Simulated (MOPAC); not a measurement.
A run for MOPAC: PM6 on BFH3NO (SMILES NB(O)F), a point of a torsion scan.

```
PM6 1SCF PRECISE CHARGE=0 THREADS=1
BFH3NO

N      1.05409059 1    -0.24775934 1    -0.10083078 1
B     -0.25759938 1     0.22819745 1    -0.01454746 1
O     -1.28958443 1    -0.57023351 1     0.31879175 1
F     -0.51193273 1     1.49716231 1    -0.40176163 1
H      1.84571011 1     0.36218791 1    -0.00899830 1
H      1.25756885 1    -1.19200921 1     0.17452140 1
H     -2.14928005 1    -0.15866343 1     0.23641595 1
```

Program output:

```
*******************************************************************************
 **                                                                           **
 **                              MOPAC v23.2.5                                **
 **                                                                           **
 *******************************************************************************
 ** MOPAC's Digital Object Identifier: https://doi.org/10.5281/zenodo.6511958 **
 **                                                                           **
 ** Please cite the open-source release paper for use of this MOPAC version:  **
 ** J. E. Moussa and J. J. P. Stewart (2026)                                  **
 ** MOPAC: An open-source semiempirical molecular orbital program             **
 ** J. Open Source Softw., 11(119), 8025, https://doi.org/10.21105/joss.08025 **
 *******************************************************************************

                              PM6 CALCULATION RESULTS

 *******************************************************************************
 *  PM6        - The PM6 Hamiltonian to be used
 *
 *
 *
 *                 CHARGE ON SYSTEM = 0
 *
 *
 *
 *  PRECISE    - TIGHTER CRITERIA TO BE USED
 *  1SCF       - DO 1 SCF AND THEN STOP
 *  THREADS=1  - MULTI-THREADING NOT USED
 *  T=         - A TIME OF 172800.0 SECONDS REQUESTED
 *  DUMP=N     - RESTART FILE WRITTEN EVERY 7200.0 SECONDS REQUESTED
 *******************************************************************************
PM6 1SCF PRECISE CHARGE=0 THREADS=1
 BFH3NO

   ATOM   CHEMICAL          X               Y               Z
  NUMBER   SYMBOL      (ANGSTROMS)     (ANGSTROMS)     (ANGSTROMS)

     1       N          1.05409059  *  -0.24775934  *  -0.10083078  *
     2       B         -0.25759938  *   0.22819745  *  -0.01454746  *
     3       O         -1.28958443  *  -0.57023351  *   0.31879175  *
     4       F         -0.51193273  *   1.49716231  *  -0.40176163  *
     5       H          1.84571011  *   0.36218791  *  -0.00899830  *
     6       H          1.25756885  *  -1.19200921  *   0.17452140  *
     7       H         -2.14928005  *  -0.15866343  *   0.23641595  *



          CARTESIAN COORDINATES

    NO.       ATOM           X           Y           Z

     1         N          1.0541     -0.2478     -0.1008
     2         B         -0.2576      0.2282     -0.0145
     3         O         -1.2896     -0.5702      0.3188
     4         F         -0.5119      1.4972     -0.4018
     5         H          1.8457      0.3622     -0.0090
     6         H          1.2576     -1.1920      0.1745
     7         H         -2.1493     -0.1587      0.2364

 General Reference for PM6:
 "Optimization of Parameters for Semiempirical Methods V: Modification of NDDO Approximations
 and Application to 70 Elements", J. J. P. Stewart, J. Mol. Mod., 13, 1173-1213 (2007)
 URL: https://link.springer.com/article/10.1007/s00894-007-0233-4

           Empirical Formula: H3 N O B F  =     7 atoms



      MOLECULAR POINT GROUP   :   C1


      RHF CALCULATION, NO. OF DOUBLY OCCUPIED LEVELS = 12


 -------------------------------------------------------------------------------
 PM6 1SCF PRECISE CHARGE=0 THREADS=1
 BFH3NO



     1SCF WAS SPECIFIED, SO BFGS WAS NOT USED
     SCF FIELD WAS ACHIEVED


                              PM6 CALCULATION
                                                       MOPAC v23.2.5 Linux




          FINAL HEAT OF FORMATION =       -186.01380 KCAL/MOL =    -778.28175 KJ/MOL


          COSMO AREA              =         87.83 SQUARE ANGSTROMS
          COSMO VOLUME            =         69.26 CUBIC ANGSTROMS

          IONIZATION POTENTIAL    =         10.418285 EV
          HOMO LUMO ENERGIES (EV) =        -10.418  1.592
          NO. OF FILLED LEVELS    =         12
          MOLECULAR WEIGHT        =         62.8382         POINT GROUP:  C1

          MOLECULAR DIMENSIONS (Angstroms)

            Atom       Atom       Distance
            H     7    H     5     4.03627
            H     6    F     4     2.96981
            N     1    O     3     0.26438


          SCF CALCULATIONS        =          1





   ATOM   CHEMICAL          X               Y               Z
  NUMBER   SYMBOL      (ANGSTROMS)     (ANGSTROMS)     (ANGSTROMS)

     1       N          1.05409059  *  -0.24775934  *  -0.10083078  *
     2       B         -0.25759938  *   0.22819745  *  -0.01454746  *
     3       O         -1.28958443  *  -0.57023351  *   0.31879175  *
     4       F         -0.51193273  *   1.49716231  *  -0.40176163  *
     5       H          1.84571011  *   0.36218791  *  -0.00899830  *
     6       H          1.25756885  *  -1.19200921  *   0.17452140  *
     7       H         -2.14928005  *  -0.15866343  *   0.23641595  *

                             CARTESIAN COORDINATES

   1    N        1.054090590    -0.247759340    -0.100830780
   2    B       -0.257599380     0.228197450    -0.014547460
   3    O       -1.289584430    -0.570233510     0.318791750
   4    F       -0.511932730     1.497162310    -0.401761630
   5    H        1.845710110     0.362187910    -0.008998300
   6    H        1.257568850    -1.192009210     0.174521400
   7    H       -2.149280050    -0.158663430     0.236415950


           Empirical Formula: H3 N O B F  =     7 atoms



      MOLECULAR POINT GROUP   :   C1


                  EIGENVALUES
 -40.32801 -31.00071 -30.63393 -20.27718 -18.38001 -16.54868 -16.34526 -15.78815
 -14.49775 -13.32141 -13.25188 -10.41829   1.59163   1.99934   3.76429   3.83497
   5.40481   5.87645   6.98274


              NET ATOMIC CHARGES AND DIPOLE CONTRIBUTIONS

  ATOM NO.   TYPE          CHARGE      No. of ELECS.   s-Pop       p-Pop
    1          N          -0.533387        5.5334     1.46770     4.06569
    2          B           0.523591        2.4764     0.84908     1.62733
    3          O          -0.534213        6.5342     1.70871     4.82551
    4          F          -0.304155        7.3042     1.95282     5.35133
    5          H           0.253267        0.7467     0.74673
    6          H           0.247976        0.7520     0.75202
    7          H           0.346922        0.6531     0.65308
 DIPOLE           X         Y         Z       TOTAL
 POINT-CHG.     0.870    -0.759     0.582     1.293
 HYBRID        -0.095     0.148     0.355     0.396
 SUM            0.776    -0.611     0.936     1.361


          ATOMIC ORBITAL ELECTRON POPULATIONS

     Atom    s        px        py        pz
    1  N   1.46770   1.16577   1.18538   1.71453
    2  B   0.84908   0.63487   0.54606   0.44640
    3  O   1.70871   1.33921   1.65971   1.82659
    4  F   1.95282   1.95104   1.50202   1.89828
    5  H   0.74673
    6  H   0.75202
    7  H   0.65308

 **********************
 *                    *
 * JOB ENDED NORMALLY *
 *                    *
 **********************




 == MOPAC DONE ==
```

The run finished.

Cost: very roughly 0.03 core-seconds.
